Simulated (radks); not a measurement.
Spherical quantum dot in the effective-mass picture: electrons in a parabolic well V = omega^2 r^2 / 2 with omega = 1.59, with a point charge +1 (a donor) at the centre, all in effective atomic units (hartree* = m*/eps^2 hartree, bohr* = eps/m* bohr), one dielectric constant everywhere. Calculated with a radial shooting solver with Libxc functionals: non-relativistic Kohn-Sham, PBE, spin-polarised, spherical densities. Levels are named by radial order and angular momentum (1s, 1p, 1d, 2s, ...), and open shells are averaged over m. Results are scaled to m* = 0.066 and eps = 12.5, for which hartree* = 11.49 meV and bohr* = 10.02 nm.

N = 3, configuration 1s2 1p(up 1, down 0). This is the lowest configuration that the search found. Occupied and some empty levels:

| level | occupation | eigenvalue (meV) | <r> (nm) |
|---|---|---|---|
| 1s up | 1 | 35.326 | 8.275 |
| 1s down | 1 | 36.288 | 8.168 |
| 1p up | 1 | 56.033 | 11.99 |
| 1p down | 0 | 57.406 | 12.01 |
| 2s up | 0 | 70.743 | 13.20 |
| 2s down | 0 | 71.520 | 13.28 |
| 1d up | 0 | 74.154 | 14.51 |
| 1d down | 0 | 75.439 | 14.58 |
| 1f up | 0 | 92.025 | 16.60 |
| 1f down | 0 | 93.128 | 16.67 |

Energy (meV): total 83.9099, kinetic 55.492, external -1.7818, Hartree 49.357, exchange-correlation -19.157.
